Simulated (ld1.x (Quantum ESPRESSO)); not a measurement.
Before and after: TM potential for Au (Z = 79)

ld1.x (Quantum ESPRESSO) 7.5 input, shortened:

```
&input
   title='Au', zed=79., rel=1, dft='PW91', iswitch=3,
   config='[Xe] 4f14 5d10 6s1 6p0'
 /
 &inputp
   pseudotype=2, tm=.true., lloc=-1, rcloc=1.55,
   nlcc=.true.
 /
4
6S  1  0   1.00   0.00  2.45  2.45  0.0
6P  2  1   0.00   0.00  2.45  2.45  0.0
5D  3  2  10.00   0.00  1.45  1.45  0.0
4F  4  3  14.00   0.00  0.95  0.95  0.0
 &test
   configts(1)='4f14 5d10 6s1 6p0'
 /
```

All-electron outer shells of the reference configuration (PW91, scalar-relativistic, ld1.x):

```json
{"shell": "5s", "level (eV)": "-108.48", "outermost node (bohr)": "0.48", "outermost maximum (bohr)": "0.84"}
{"shell": "4f", "level (eV)": "-81.24", "outermost node (bohr)": "–", "outermost maximum (bohr)": "0.37"}
{"shell": "5p", "level (eV)": "-59.86", "outermost node (bohr)": "0.52", "outermost maximum (bohr)": "0.96"}
{"shell": "5d", "level (eV)": "-6.94", "outermost node (bohr)": "0.56", "outermost maximum (bohr)": "1.21"}
{"shell": "6s", "level (eV)": "-5.83", "outermost node (bohr)": "1.11", "outermost maximum (bohr)": "2.32"}
{"shell": "6p", "level (eV)": "-0.84", "outermost node (bohr)": "1.32", "outermost maximum (bohr)": "3.64"}
```

Change: core [Kr] 4d10 4f14, valence charge 19; reference 5s2 5p6 5d10 6s1 6p0; waves now 5s (bound): rc 1.05 bohr; 5d (bound): rc 2.35 bohr; 5p (bound): rc 1.30 bohr; local potential the p channel; core correction none.

Cutoffs: the cutoffs (Ry, on a coarse ladder) from which the occupation-weighted sum of valence levels, in a spherical-Bessel basis at the reference potential, stays within 10 and 1 mRy of its value at 400 Ry; they do not see the model core or the augmentation charge, which bear on the density cutoff. Errors are all-electron minus pseudo energies relative to the spin-unpolarised reference configuration.

What does the change do?

The bound ghost in p, s disappears; the miss of the reference levels goes from 0.00 to 1.79 eV. Several settings change at once here, so the effects cannot be laid on one of them.

```csv
quantity,base,changed
"cutoffs, loose and tight",not determined,"140 Ry, 230 Ry"
bound ghosts,"s, p",none
"largest miss of a reference level, eV",0.00,1.79
"largest error over its own tests, meV",-1594,-5327
```

Base: These tests converged, but a pseudo level misses the all-electron one widely, so the file describes the atom poorly there or has found another state: 4f14 5d7 6s0 6p0: empty 6s by 4.6 eV (a node warning on the way). Changed file: These tests converged, but a pseudo level misses the all-electron one widely, so the file describes the atom poorly there or has found another state: 5s2 5p6 5d10 6s0 6p0: empty 6s by 2.7 eV; 5s2 5p6 5d9 6s0 6p0: empty 6s by 3.6 eV; 5s2 5p6 5d8 6s0 6p0: empty 6s by 4.8 eV; 5s2 5p6 5d7 6s0 6p0: empty 6s by 6.2 eV (a node warning on the way); 5s2 5p6 5d10 6s0.5 6p0: 6s by 2.2 eV; 5s1 5p6 5d10 6s1 6p0: 6s by 3.1 eV; 5s2 5p6 5d9 6s2 6p0: 6s by 1.7 eV. The 6s level has no wave, so the channel is fitted at the deeper level alone: the likely source of the large errors. A true bound ghost makes a file unfit for plane-wave use even where its test errors are small: the radial tests pick states by their node count and pass the ghost by.
